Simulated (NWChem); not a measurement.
System: C₂H₆O₂Si; SMILES C1CO[SiH2]O1

Here is an NWChem input.

```
start job
memory heap 200 mb stack 900 mb global 1100 mb
geometry units angstroms noautosym nocenter noautoz
  C      0.131332    -0.756192     1.242406
  C     -0.131332     0.756192     1.242406
  O      0.190039     1.238818    -0.049329
  Si     0.000000     0.000000    -1.162656
  O     -0.190039    -1.238818    -0.049329
  H      1.193604    -0.965578     1.470335
  H     -0.484881    -1.276081     1.993031
  H      0.484881     1.276081     1.993031
  H     -1.193604     0.965578     1.470335
  H      1.215592    -0.115419    -2.012934
  H     -1.215592     0.115419    -2.012934
end
basis spherical
  * library 6-31g*
end
dft
  xc b3lyp
  iterations 150
end
cosmo
  do_cosmo_smd true
  solvent octanol
end
task dft energy
```

Excerpt of the output:

```
             Northwest Computational Chemistry Package (NWChem) 7.3.0
             --------------------------------------------------------

                             Geometry "geometry" -> ""
                             -------------------------

 Output coordinates in angstroms (scale by  1.889725989 to convert to a.u.)

  No.       Tag          Charge          X              Y              Z
 ---- ---------------- ---------- -------------- -------------- --------------
    1 C                    6.0000     0.13133200    -0.75619200     1.24240600
    2 C                    6.0000    -0.13133200     0.75619200     1.24240600
    3 O                    8.0000     0.19003900     1.23881800    -0.04932900
    4 Si                  14.0000     0.00000000     0.00000000    -1.16265600
    5 O                    8.0000    -0.19003900    -1.23881800    -0.04932900
    6 H                    1.0000     1.19360400    -0.96557800     1.47033500
    7 H                    1.0000    -0.48488100    -1.27608100     1.99303100
    8 H                    1.0000     0.48488100     1.27608100     1.99303100
    9 H                    1.0000    -1.19360400     0.96557800     1.47033500
   10 H                    1.0000     1.21559200    -0.11541900    -2.01293400
   11 H                    1.0000    -1.21559200     0.11541900    -2.01293400

 Effective nuclear repulsion energy (a.u.)     251.8729459400

                                 NWChem DFT Module
                                 -----------------

 Summary of "ao basis" -> "ao basis" (spherical)
 ------------------------------------------------------------------------------
       Tag                 Description            Shells   Functions and Types
 ---------------- ------------------------------  ------  ---------------------
 C                           6-31g*                  6       14   3s2p1d
 O                           6-31g*                  6       14   3s2p1d
 Si                          6-31g*                  8       18   4s3p1d
 H                           6-31g*                  2        2   2s

 in cosmo_initialize ...
 calling solv_data for solv:octanol

 solvent parameters
 solvname_short: octanol
 solvname_long:  1-octanol
 dielec:        9.8629
 dielecinf:     2.0435
 nonaqueous SMD model solvent descriptors
 dielec:        9.8629
 sola:          0.3700
 solb:          0.4800
 solc:          0.0000
 solg:         39.0100
 solh:          0.0000
 soln:          1.4295

          ---------------
          -cosmo- solvent
          ---------------
 Cosmo: York-Karplus, doi: 10.1021/jp992097l
 dielectric constant -eps-     =   9.86
 screen = (eps-1)/(eps    )    =   0.89861
 surface charge correction     = lagrangian

   van der Waals surface
 --------------------------

 ---------- ATOMIC COORDINATES (A.U.) ------------ VDWR(ANG.) --
     1    0.24818149   -1.42899567    2.34780691     1.850
     2   -0.24818149    1.42899567    2.34780691     1.850
     3    0.35912164    2.34102657   -0.09321829     1.628
     4    0.00000000    0.00000000   -2.19710126     2.470
     5   -0.35912164   -2.34102657   -0.09321829     1.628
     6    2.25558450   -1.82467784    2.77853026     1.200
     7   -0.91629223   -2.41144343    3.76628248     1.200
     8    0.91629223    2.41144343    3.76628248     1.200
     9   -2.25558450    1.82467784    2.77853026     1.200
    10    2.29713579   -0.21811028   -3.80389369     1.200
    11   -2.29713579    0.21811028   -3.80389369     1.200
 number of segments per atom =        128
 number of   points per atom =        128
 atom (   nspa,  nppa )
 ----------------------
    1 (     43,     0 )       0
    2 (     43,     0 )       0
    3 (     38,     0 )       0
    4 (     86,     0 )       0
    5 (     38,     0 )       0
    6 (     53,     0 )       0
    7 (     55,     0 )       0
    8 (     55,     0 )       0
    9 (     53,     0 )       0
   10 (     31,     0 )       0
   11 (     31,     0 )       0
 number of -cosmo- surface points =      526
 molecular surface =    117.548 angstrom**2
 molecular volume  =    101.806 angstrom**3
 -lineq- algorithm             =   0
 -bem- low  level              =   3
 -bem- from -octahedral-
 gaussian surface charge width =   4.50000
 degree of switching           =   1.00000
 switching function tolerance  =   0.00010
 atomic radii =
 --------------
    1  6.000  1.850
    2  6.000  1.850
    3  8.000  1.628
    4 14.000  2.470
    5  8.000  1.628
    6  1.000  1.200
    7  1.000  1.200
    8  1.000  1.200
    9  1.000  1.200
   10  1.000  1.200
   11  1.000  1.200
 ...... end of -cosmo- initialization ......

 nat:                    11
 ixmem:                  6636
 calling mnsol_interface()
 G(SMD-CDS) energy (kcal/mol)  =     0.642
 SMD-CDS SASA (angstrom**2)    =   141.179

            General Information
            -------------------
          SCF calculation type: DFT
          Wavefunction type:  closed shell.
          No. of atoms     :    11
          No. of electrons :    48
           Alpha electrons :    24
            Beta electrons :    24
          Charge           :     0
          Spin multiplicity:     1
          Use of symmetry is: off; symmetry adaption is: off
          Maximum number of iterations: 150
          AO basis - number of functions:    86
                     number of shells:    44
          Convergence on energy requested:  1.00D-06
          Convergence on density requested:  1.00D-05
          Convergence on gradient requested:  5.00D-04

              XC Information
              --------------
                         B3LYP Method XC Potential
                     Hartree-Fock (Exact) Exchange  0.200
                        Slater Exchange Functional  0.800 local
                    Becke 1988 Exchange Functional  0.720 non-local
              Lee-Yang-Parr Correlation Functional  0.810
                  VWN I RPA Correlation Functional  0.190 local

             Grid Information
             ----------------
          Grid used for XC integration:  medium
          Radial quadrature: Mura-Knowles
          Angular quadrature: Lebedev.
          Tag              B.-S. Rad. Rad. Pts. Rad. Cut. Ang. Pts.
          ---              ---------- --------- --------- ---------
          C                   0.70       49          10.0       434
          O                   0.60       49           9.0       434
          Si                  1.10       88          10.0       590
          H                   0.35       45          11.0       434
          Grid pruning is: on
          Number of quadrature shells:   554
          Spatial weights used:  Erf1

      Superposition of Atomic Density Guess
      -------------------------------------

 Sum of atomic energies:        -516.63591552

      Non-variational initial energy
      ------------------------------

 Total energy =    -519.137165
 1-e energy   =   -1211.797748
 2-e energy   =     440.787637
 HOMO         =      -0.338513
 LUMO         =       0.053294

   convergence    iter        energy       DeltaE   RMS-Dens  Diis-err
 ---------------- ----- ----------------- --------- --------- ---------
     COSMO gas phase
 d= 0,ls=0.0,diis     1   -519.7074967858 -7.72D+02  1.60D-02  8.80D-01
 d= 0,ls=0.0,diis     2   -519.6585951659  4.89D-02  8.72D-03  1.56D+00
 d= 0,ls=0.0,diis     3   -519.8055284653 -1.47D-01  1.42D-03  3.39D-02
 d= 0,ls=0.0,diis     4   -519.8082891664 -2.76D-03  5.14D-04  2.60D-03
 d= 0,ls=0.0,diis     5   -519.8085866981 -2.98D-04  1.24D-04  1.69D-04
  Resetting Diis
 d= 0,ls=0.0,diis     6   -519.8086074905 -2.08D-05  2.74D-05  6.38D-06
 d= 0,ls=0.0,diis     7   -519.8086083522 -8.62D-07  6.08D-06  1.02D-07

   convergence    iter        energy       DeltaE   RMS-Dens  Diis-err
 ---------------- ----- ----------------- --------- --------- ---------
     COSMO solvation phase
 d= 0,ls=0.0,diis     1   -519.8141479126 -5.54D-03  1.64D-03  3.03D-03
 d= 0,ls=0.0,diis     2   -519.8147881649 -6.40D-04  4.07D-04  1.75D-03
 d= 0,ls=0.0,diis     3   -519.8149098017 -1.22D-04  1.46D-04  5.69D-04
 d= 0,ls=0.0,diis     4   -519.8149606623 -5.09D-05  2.48D-05  3.73D-06
 d= 0,ls=0.0,diis     5   -519.8149610683 -4.06D-07  6.74D-06  6.42D-07

         Total DFT energy =     -519.814961068252
      One electron energy =    -1216.037016564301
           Coulomb energy =      495.459951786282
    Exchange-Corr. energy =      -51.362723481677
 Nuclear repulsion energy =      251.872945939953

             COSMO energy =        0.251881251491

 Numeric. integr. density =       47.999990094073

                                COSMO-SMD solvation results
                                ---------------------------

             internal energy in gas <Psi(g)|H|Psi(g)> =      -519.808608352175
         internal energy in solvent <Psi(s)|H|Psi(s)> =      -519.807662325957
                               delta internal energy  =         0.000946026218 (    0.59 kcal/mol)
   total free energy in solvent <Psi(s)|H+V/2|Psi(s)> =      -519.815984834991
 polarization energy contribution <Psi(s)|V/2|Psi(s)> =        -0.008322509035 (   -5.22 kcal/mol)
    total free energy in solvent including G(SMD-CDS) =      -519.814961068252
                       G(SMD-CDS) energy contribution =         0.001023766740 (    0.64 kcal/mol)
     1 M fixed-concentration free energy of solvation =        -0.006352716077 (   -3.99 kcal/mol)

                       DFT Final Molecular Orbital Analysis
                       ------------------------------------

 Vector   22  Occ=2.000000D+00  E=-3.214677D-01
              MO Center= -3.7D-09, -1.2D-08,  6.8D-01, r^2= 2.9D+00
   Bfn.  Coefficient  Atom+Function         Bfn.  Coefficient  Atom+Function
  ----- ------------  ---------------      ----- ------------  ---------------
     4      0.298245   1 C  py               18     -0.298245   2 C  py
    32      0.271732   3 O  py               64     -0.271732   5 O  py
    51     -0.211975   4 Si pz               36      0.195457   3 O  py
    68     -0.195457   5 O  py               48     -0.162565   4 Si s
    78     -0.163201   7 H  s                80     -0.163201   8 H  s

 Vector   23  Occ=2.000000D+00  E=-2.892124D-01
              MO Center= -5.3D-09,  3.8D-08, -4.4D-01, r^2= 3.5D+00
   Bfn.  Coefficient  Atom+Function         Bfn.  Coefficient  Atom+Function
  ----- ------------  ---------------      ----- ------------  ---------------
    31      0.343281   3 O  px               63      0.343281   5 O  px
    84     -0.275697  10 H  s                86      0.275697  11 H  s
    35      0.257917   3 O  px               67      0.257917   5 O  px
    83     -0.159812  10 H  s                85      0.159812  11 H  s
    49     -0.121134   4 Si px               59     -0.102396   4 Si d  1

 Vector   24  Occ=2.000000D+00  E=-2.795690D-01
              MO Center=  3.2D-10, -4.4D-08,  4.7D-01, r^2= 2.8D+00
   Bfn.  Coefficient  Atom+Function         Bfn.  Coefficient  Atom+Function
  ----- ------------  ---------------      ----- ------------  ---------------
    31      0.359418   3 O  px               63     -0.359418   5 O  px
    35      0.292730   3 O  px               67     -0.292730   5 O  px
    76      0.191313   6 H  s                82      0.191313   9 H  s
     3      0.175565   1 C  px               17     -0.175565   2 C  px
    75      0.154796   6 H  s                81      0.154796   9 H  s

 Vector   25  Occ=0.000000D+00  E= 1.332757D-02
              MO Center=  2.2D-10,  5.5D-09, -1.4D+00, r^2= 3.9D+00
   Bfn.  Coefficient  Atom+Function         Bfn.  Coefficient  Atom+Function
  ----- ------------  ---------------      ----- ------------  ---------------
    54      0.952040   4 Si py               34     -0.441418   3 O  s
    66      0.441418   5 O  s                50      0.395231   4 Si py
    37      0.153167   3 O  pz               69     -0.153167   5 O  pz
    46     -0.142027   4 Si py               57     -0.126379   4 Si d -1
    78      0.108799   7 H  s                80     -0.108799   8 H  s

 Vector   26  Occ=0.000000D+00  E= 5.182804D-02
              MO Center= -6.0D-09,  1.2D-09, -8.9D-01, r^2= 5.0D+00
   Bfn.  Coefficient  Atom+Function         Bfn.  Coefficient  Atom+Function
  ----- ------------  ---------------      ----- ------------  ---------------
    55      1.415344   4 Si pz                6     -0.531930   1 C  s
    20     -0.531930   2 C  s                52      0.532889   4 Si s
    34     -0.468558   3 O  s                66     -0.468558   5 O  s
    84      0.331193  10 H  s                86      0.331193  11 H  s
    76      0.196011   6 H  s                82      0.196011   9 H  s

 Vector   27  Occ=0.000000D+00  E= 9.173982D-02
              MO Center=  2.3D-09, -5.3D-09, -7.8D-01, r^2= 4.8D+00
   Bfn.  Coefficient  Atom+Function         Bfn.  Coefficient  Atom+Function
  ----- ------------  ---------------      ----- ------------  ---------------
    52      1.024231   4 Si s                84     -0.901908  10 H  s
    86     -0.901908  11 H  s                34     -0.553373   3 O  s
    66     -0.553373   5 O  s                55     -0.485230   4 Si pz
    48      0.451827   4 Si s                 6      0.391891   1 C  s
    20      0.391891   2 C  s                 9     -0.370776   1 C  pz

     Multipole analysis of the density
     ---------------------------------

     L   x y z        total         alpha         beta         nuclear
     -   - - -        -----         -----         ----         -------
     0   0 0 0     -0.000000    -24.000000    -24.000000     48.000000

     1   1 0 0      0.000000      0.000000      0.000000      0.000000
     1   0 1 0      0.000000      0.000000      0.000000     -0.000000
     1   0 0 1      0.544295     -0.430158     -0.430158      1.404611

     2   2 0 0    -27.485090    -26.347942    -26.347942     25.210794
     2   1 1 0     -0.920225     -2.650760     -2.650760      4.381295
     2   1 0 1     -0.000000     -0.000000     -0.000000      0.000000
     2   0 2 0    -31.228205    -80.901598    -80.901598    130.574992
     2   0 1 1      0.000000      0.000000      0.000000      0.000000
     2   0 0 2    -23.206823   -114.911611   -114.911611    206.616400
```

Level: B3LYP/6-31G* (spherical d), SMD on the gas-phase geometry. The geometry was optimised at PBE0/def2-SVP. Solvent: 1-octanol.
